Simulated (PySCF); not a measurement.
1,1-difluorobuta-1,3-diene (C4H4F2), SMILES C=CC=C(F)F.

Coordinates come from a PBE-D3(BJ)/def2-SVP optimisation. Other conformers were not sampled.

The numbers are results of PBE-D3(BJ)/def2-SVP in PySCF 2.14.0, not measurements.

Harmonic, unscaled wavenumbers; measured fundamentals usually lie a few per cent lower.

```csv
mode,ν (cm⁻¹),IR (km/mol),moving atoms (share of kinetic energy)
1,143,0.0,"C 65 %, H 26 %, F 9 %"
2,169,1.7,"F 45 %, C 41 %, H 15 %"
3,224,0.2,"H 41 %, C 36 %, F 24 %"
4,379,0.0,"C 53 %, F 24 %, H 23 %"
5,474,8.3,"F 54 %, C 35 %, H 11 %"
6,578,2.5,"C 84 %, F 10 %"
7,597,0.9,"F 65 %, C 30 %"
8,658,11.9,"H 70 %, C 29 %"
9,820,5.5,"H 71 %, C 28 %"
10,872,44.2,"H 69 %, C 31 %"
11,883,29.6,"H 38 %, C 34 %, F 28 %"
12,977,60.3,"H 51 %, C 28 %, F 21 %"
13,994,18.2,"H 90 %, C 10 %"
14,1177,2.9,"C 52 %, H 47 %"
15,1193,73.3,"H 44 %, C 41 %, F 15 %"
16,1263,31.1,"H 70 %, C 28 %"
17,1333,135.3,"C 60 %, H 27 %, F 14 %"
18,1397,38.7,"H 69 %, C 30 %"
19,1642,1.3,"C 87 %, H 12 %"
20,1732,347.9,C 95 %
21,3078,4.2,H 95 %
22,3095,2.9,"H 92 %, C 8 %"
23,3139,4.0,"H 92 %, C 8 %"
24,3182,6.2,"H 89 %, C 11 %"
```
